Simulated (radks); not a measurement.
Neutral potassium inside a hard spherical wall (all orbitals vanish at R), configuration held at [Ar] 4s1 and not refilled when levels cross. All-electron calculation, scalar-relativistic Kohn-Sham, LDA (Slater exchange, Perdew-Wang correlation), spin-polarised, spherical densities, finite nucleus; open shells are filled with parallel spins first; Fermi nuclear charge, rms radius 3.4349 fm. Program: a radial shooting solver on a logarithmic mesh with Libxc functionals. Eigenvalues in eV for spin up, with the zero of energy where the potential of the charges vanishes at infinity; a dash marks a level that is unbound or too diffuse for the functional's potential to be trusted. A positive occupied level is held by the wall or, in an anion where self-interaction has pushed it up, behind a barrier. The pressure on the wall is -dE/dV.

R (bohr)  E (hartree)  kinetic (hartree)    e(2p)    e(3s)    e(3p)   e(4s)  e(4p, empty)  e(5s, empty)  pressure (GPa)
free       -600.56315            603.757  -279.95  -35.127  -18.798  -2.627        -0.965        -0.069               0
20         -600.56315            603.757  -279.95  -35.127  -18.798  -2.626        -0.963         0.104        < 0.0001
12         -600.56234            603.763  -279.86  -35.042  -18.715  -2.564        -0.773         1.561          0.0106
10         -600.55926            603.782  -279.67  -34.853  -18.530  -2.393        -0.407         3.245          0.0695
6          -600.48303            604.055  -278.00  -33.313  -17.043   0.394         4.035        18.229            4.14
5          -600.37821            604.389  -276.74  -32.262  -16.034   3.651         8.537        31.447            15.4
4          -600.06922            605.422  -273.71  -30.026  -13.816  12.048        19.086        59.756            79.4
3.5        -599.67328            606.789  -270.23  -27.670  -11.362  21.378        29.969        86.970             215
3          -598.80128            609.772  -263.51  -23.228   -6.554  39.077        49.507        133.28             676
2.5        -596.64570            616.732  -250.09  -13.958    3.708  75.381        87.551        218.87            2540
1.5        -570.18089            685.132  -166.15   75.958   98.572  376.23        377.80        826.55           77500
